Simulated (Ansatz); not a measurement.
Relaxation of CH$_{6}$AlFZn (10 atoms, charge 0, multiplicity 1), to a largest force component of 0.03 eV/Å in at most 50 steps.

Theory: RKS BHLYP-D4/def2-SVP in Ansatz 0.2.0.

```xyz
10
Properties=species:S:1:pos:R:3
Al -1.205 1.113 -2.225
H -1.219 -1.063 -0.453
H -0.425 0.387 -3.365
H -2.729 1.460 -2.182
Zn -0.102 -0.829 0.582
F -0.238 1.824 -0.980
C 1.265 -0.745 1.960
H 1.113 -1.468 2.768
H 1.300 0.258 2.393
H 2.239 -0.937 1.502
```

**Question.** Where does it end, and by what steps?

**Answer.** It converged. The force dipped under the threshold on the way, but the program's further checks kept it going. After 13 steps the energy has fallen by 0.864 eV; Zn5 moved furthest, 0.67 Å. Joined: Al1–H2, Al1–Zn5, Zn5–F6.

| step | energy less start (eV) | largest force component (eV/Å) | accepted |
| --- | --- | --- | --- |
| 0 | 0.0000 | 1.350 | yes |
| 1 | -0.2250 | 0.828 | yes |
| 2 | -0.5028 | 0.486 | yes |
| 3 | -0.6955 | 0.472 | yes |
| 4 | -0.7746 | 0.580 | yes |
| 5 | -0.8321 | 0.480 | yes |
| 6 | -0.8482 | 0.112 | yes |
| 7 | -0.8398 | 0.455 | no |
| 8 | -0.8596 | 0.053 | yes |
| 9 | -0.8627 | 0.062 | yes |
| 10 | -0.8623 | 0.114 | no |
| 11 | -0.8637 | 0.012 | yes |
| 12 | -0.8638 | 0.037 | yes |
| 13 | -0.8640 | 0.011 | yes |

```xyz
10
Properties=species:S:1:pos:R:3
Al -1.195 0.696 -1.926
H -1.038 -0.743 -0.897
H -0.578 0.329 -3.323
H -2.644 1.260 -1.698
Zn 0.097 -0.268 0.285
F -0.012 1.439 -0.848
C 1.180 -0.627 1.868
H 0.737 -1.419 2.477
H 1.268 0.274 2.482
H 2.186 -0.942 1.580
```

Whether the end is a true minimum wasn't checked by a vibrational analysis.

Time of the run: 18 s on 2 threads of AMD EPYC 9R45 96-Core Processor (Zen 5), with other jobs on the host, peak memory 0.26 GiB.
